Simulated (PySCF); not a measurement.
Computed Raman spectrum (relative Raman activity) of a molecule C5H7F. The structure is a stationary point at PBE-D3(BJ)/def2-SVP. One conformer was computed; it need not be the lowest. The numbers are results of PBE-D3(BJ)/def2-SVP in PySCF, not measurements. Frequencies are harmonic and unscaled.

Lines under 2 % of the strongest are left out, and lines within 2 cm⁻¹ are merged.

| ν (cm⁻¹) | relative intensity |
|---|---|
| 651 | 2.3 |
| 760 | 2.0 |
| 842 | 3.7 |
| 945 | 3.4 |
| 1055 | 3.0 |
| 1274 | 2.2 |
| 1318 | 4.0 |
| 1339 | 8.8 |
| 1392 | 6.4 |
| 1398 | 17 |
| 1406 | 6.4 |
| 1677 | 15 |
| 2956 | 32 |
| 2959 | 100 |
| 2975 | 96 |
| 3030 | 38 |
| 3038 | 48 |
| 3072 | 35 |
| 3115 | 56 |

Task: Identify the compound among the candidates.
A) CC1=CC[C@@H]1F
B) CC#C[C@@H](C)F
C) CCC=C=CF
D) C=C[C@@H]1C[C@@H]1F

Result: A, CC1=CC[C@@H]1F
